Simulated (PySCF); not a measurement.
Method: ωB97X-D3(BJ)/def2-TZVP // PBE0-D3(BJ)/def2-TZVP in PySCF. Gas-phase values, no solvent. One relaxed conformer stands for a flexible species; it need not be the lowest. Excitations are Tamm–Dancoff values on a coarser integration grid. The basis has no diffuse functions, so Rydberg states are missing or too high.

Reference species (SMILES): `C=[SiH]C(C)=O` (C–Si–C–O torsion 0°) (neutral, multiplicity 1).

| Quantity | Value |
|---|---|
| HOMO | -8.92 eV |
| T1 excitation (TDA) | 2.39 eV |

Changed species: `B[SiH]=C` (X = boryl; the reference has X = acetyl).

Problem. Give the shifts of the HOMO and T1 excitation (TDA).

Solution. the HOMO stays essentially unchanged; the T1 excitation (TDA) falls by 0.62 eV, to 1.77 eV.
